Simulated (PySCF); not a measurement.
C5H12BN, singlet (GFN2-xTB optimised geometry):

```
19

B     -0.013    -1.742     0.000
C      1.623    -1.742     0.000
H      1.994    -2.763    -0.005
H      2.033    -1.252     0.881
H      2.034    -1.244    -0.876
C     -0.652    -2.381     1.363
H     -0.274    -1.895     2.261
H     -0.397    -3.434     1.434
H     -1.738    -2.308     1.382
C     -0.652    -2.379    -1.364
H     -0.263    -1.902    -2.262
H     -1.736    -2.294    -1.389
H     -0.409    -3.436    -1.429
C     -1.098     2.168    -0.005
C     -0.718     0.789    -0.002
N     -0.411    -0.318     0.000
H     -2.034     2.291    -0.551
H     -0.322     2.763    -0.486
H     -1.233     2.516     1.019
```

Calculation: PBE0/def2-SVP (PySCF 2.14.0).

What are the frontier orbital energies and the dipole moment?

HOMO-2 -8.89 eV, HOMO-1 -6.96 eV, HOMO -6.96 eV, LUMO -0.30 eV, LUMO+1 -0.30 eV; dipole moment 6.87 D.

Meta-Löwdin charges at PBE0/def2-SVP: B1 0.01, C2 -0.40, H3 0.10, H4 0.08, H5 0.08, C6 -0.40, H7 0.08, H8 0.10, H9 0.08, C10 -0.40, H11 0.08, H12 0.08, H13 0.10, C14 -0.32, C15 0.18, N16 0.09, H17 0.16, H18 0.16, H19 0.16.
